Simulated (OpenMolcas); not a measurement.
Nb3+ (d2) on a cation site of an ionic host was computed by CASSCF with the d shell active (OpenMolcas, ANO-RCC-VDZP on the metal). Its lowest spin-free states, and all those of the highest spin:

```csv
2S+1,Degeneracy,E (cm-1)
3,1,0.0
1,2,10987
3,3,16518
1,1,19675
3,3,23400
1,3,27217
1,3,30416
3,3,36717
1,2,45438
1,3,45666
1,1,62849
```

Q: Is the site octahedral, tetrahedral or cube-like, axial, or of lower symmetry?

A: The states with 2S+1 = 3 have orbital degeneracies 1, 3, 3, 3. Threefold states need a cubic site. For d2 at this spin an octahedron puts the threefold T1 below the threefold T2 and a tetrahedron or cube puts the single A2 below the threefold T2, so the site is a tetrahedron or a cube, which this pattern cannot tell apart. The first gap at this spin, 16500 cm-1, is |10Dq| in ligand-field theory. The run had Nb3+ with its 8 nearest fluoride ions at 2.232 Å, on the Ca site of CaF2 (a = 5.46294 Å, distance in the model lattice 2.366 Å). The rest of the host is ab initio model potentials to 7.6 Å and point charges beyond; the distance is set by hand and nothing relaxes, and no local charge compensation is placed. Ligand basis ANO-RCC-VDZP.

Without dynamic correlation the repulsion within the d shell is too large (B by tens of per cent), so at a given field states of lower spin stand too high. With metal d orbitals alone the field can be off either way by tens of per cent. Ligand-to-metal charge-transfer states are missing. With no ligand orbital active B as a rule stays too high, so bands that hang on it stand too high and its fall with covalency is understated. No measured value stands beside these numbers; the geometry was set by hand and not optimised.
